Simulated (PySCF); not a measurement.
SMILES B[SiH2]B(O)O (H₆B₂O₂Si), GFN2-xTB optimised geometry.

```
11

B     -1.78    -0.85     1.12
Si    -0.22    -1.20     0.02
B      0.96     0.40     0.00
O      2.32     0.40     0.00
O      0.36     1.61     0.00
H     -1.77    -1.02     2.28
H     -2.76    -0.39     0.67
H     -0.51    -1.60    -1.38
H      0.61    -2.36     0.45
H      2.76    -0.44    -0.01
H      0.96     2.36    -0.02
```

Density from CAM-B3LYP/def2-TZVP (PySCF 2.14.0) at that geometry.

Minimum of the electron density along straight lines between bonded atoms, close to the bond critical point (lines longer than 1.1 times the sum of covalent radii, or with two minima, are not listed):

```json
[
 {"bond": "B1–Si2", "length / Å": "1.943", "ρ at the minimum / e bohr⁻³": "0.122", "∇²ρ there / e bohr⁻⁵": "(withheld)", "position (fraction from the first atom)": "0.61"},
 {"bond": "Si2–B3", "length / Å": "1.993", "ρ at the minimum / e bohr⁻³": "0.114", "∇²ρ there / e bohr⁻⁵": "(withheld)", "position (fraction from the first atom)": "0.39"},
 {"bond": "B3–O4", "length / Å": "1.362", "ρ at the minimum / e bohr⁻³": "0.208", "∇²ρ there / e bohr⁻⁵": "0.91", "position (fraction from the first atom)": "0.33"},
 {"bond": "B3–O5", "length / Å": "1.351", "ρ at the minimum / e bohr⁻³": "0.216", "∇²ρ there / e bohr⁻⁵": "(withheld)", "position (fraction from the first atom)": "0.33"},
 {"bond": "B1–H6", "length / Å": "1.172", "ρ at the minimum / e bohr⁻³": "0.193", "∇²ρ there / e bohr⁻⁵": "-0.39", "position (fraction from the first atom)": "0.44"},
 {"bond": "B1–H7", "length / Å": "1.171", "ρ at the minimum / e bohr⁻³": "0.194", "∇²ρ there / e bohr⁻⁵": "-0.41", "position (fraction from the first atom)": "0.44"},
 {"bond": "Si2–H8", "length / Å": "1.482", "ρ at the minimum / e bohr⁻³": "0.119", "∇²ρ there / e bohr⁻⁵": "0.17", "position (fraction from the first atom)": "0.49"},
 {"bond": "Si2–H9", "length / Å": "1.490", "ρ at the minimum / e bohr⁻³": "0.117", "∇²ρ there / e bohr⁻⁵": "0.17", "position (fraction from the first atom)": "0.49"},
 {"bond": "O4–H10", "length / Å": "0.955", "ρ at the minimum / e bohr⁻³": "0.363", "∇²ρ there / e bohr⁻⁵": "-2.53", "position (fraction from the first atom)": "0.81"},
 {"bond": "O5–H11", "length / Å": "0.961", "ρ at the minimum / e bohr⁻³": "0.357", "∇²ρ there / e bohr⁻⁵": "-2.45", "position (fraction from the first atom)": "0.81"}
]
```

Q: Some entries are withheld; supply them.

A: 
- B1–Si2, ∇²ρ there / e bohr⁻⁵: -0.01
- Si2–B3, ∇²ρ there / e bohr⁻⁵: -0.02
- B3–O5, ∇²ρ there / e bohr⁻⁵: 0.98
